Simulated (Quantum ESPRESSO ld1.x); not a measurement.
Q: These are the eigenvalues of the occupied orbitals of an atom or ion with whole-number occupations (eV). Calculated with ld1.x of Quantum ESPRESSO 7.5: scalar-relativistic Kohn-Sham, LDA (Slater exchange, Perdew-Zunger correlation), spin-polarised, spherical densities, point nucleus.

orbital  eigenvalue
1s up    -27792.228
1s down  -27792.214
2s up     -4222.948
2s down   -4222.432
2p up     -3799.924
2p down   -3799.512
3s up      -857.848
3s down    -857.493
3p up      -719.339
3p down    -718.956
3d up      -503.768
3d down    -503.264
4s up      -188.297
4s down    -186.585
4p up      -146.229
4p down    -144.512
4d up       -84.431
4d down     -82.800

Which element is it, and in what charge state? The configuration may be excited. Open shells, if any, are filled with parallel spins first.

A: Z = 49, indium, charge +5: In5+ in [Kr] 4d8. The list shows which subshells hold electrons but not how many an open one holds; the 1s level, -1021.3 hartree, gives Z - s = 45.2 by -(Z - s)^2/2, which with screening and relativity narrows Z to a few neighbours, and the depths of the outer levels then fix element, charge and occupations together.
